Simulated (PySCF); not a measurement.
## Ga: ionisation energy

Ga [Ar] 3d10 4s2 4p1 [4p1/2^1, M_J = 1/2] → Ga⁺ [Ar] 3d10 4s2, as a difference of total energies. Calculation: PySCF 2.14, in x2c-SVPall-2c with one added diffuse shell each of s, p, d type (6s7p4d, 47 functions); the two-component X2C-1e Hamiltonian. Correlated levels: [Ne] frozen; the 6 highest virtual spinors dropped. "Screened" scales the spin-orbit matrix elements by Boettger's factors to mimic the two-electron term; Breit and QED terms are absent.

| method | ionisation energy (eV) |
| --- | --- |
| GHF (spin-free) | 5.559 |
| GMP2 (spin-free) | 5.791 |
| GHF (screened spin-orbit) | 5.623 |
| GMP2 (screened spin-orbit) | 5.858 |

The spin-free rows lack the spin-orbit shift.

Errors of the correlated levels include the incompleteness of this basis and the frozen core.

Q: Which method comes closest to the reference value, and which is furthest?

A: The reference is 5.999 eV (measured; NIST Atomic Spectra Database, ionization energies). Closest: GMP2 (screened spin-orbit) (error -0.141 eV); furthest: GHF (spin-free) (error -0.440 eV).
